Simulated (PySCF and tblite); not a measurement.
The numbers below are computed, except where a source is named.
C2H7F3SSi2, numbered as in [F:1][C:2]([F:3])([F:4])[C@H:5]([SiH3:6])[S:7][SiH3:8].

Conformers came from 200 starts (ETKDG, MMFF94s, GFN2-xTB); geometries are GFN2-xTB. Free energies are PBE0-D3(BJ)/def2-SVP (IEF-PCM, tetrahydrofuran) single points with GFN2-xTB rigid-rotor and vibrational terms (modes under about 100 cm⁻¹ blended into free rotors). Symmetry numbers and mirror images are counted. Conformers within 2.5 kcal/mol (GFN2-xTB free energy) were kept, 4 at most. (PySCF 2.14, tblite 0.8.)

Rotational constants are equilibrium values for the commonest isotopes; dipoles come from the energy level named and are polarised by its solvent model.

Torsions listed: Si6–C5–S7–Si8.

```json
{"conformer": "1", "shape": "168°", "symmetry": "C1", "weight %": "92.1"}
{"conformer": "2", "shape": "-84°", "symmetry": "C1", "weight %": "7.9"}
```

Sets of constants, in random order:

```csv
set,A (MHz),B (MHz),C (MHz),abs μa (D),abs μb (D),abs μc (D)
P,1547,946,686,0.65,0.96,1.93
Q,1410,1037,793,0.07,1.43,0.55
```

**Question.** Match each set to its conformer.

**Answer.** P is conformer 1, Q is conformer 2.


Conformer gaps in def2-SVP on xTB geometries can be 2 kcal/mol too large for S=O, P=O and other polar bonds.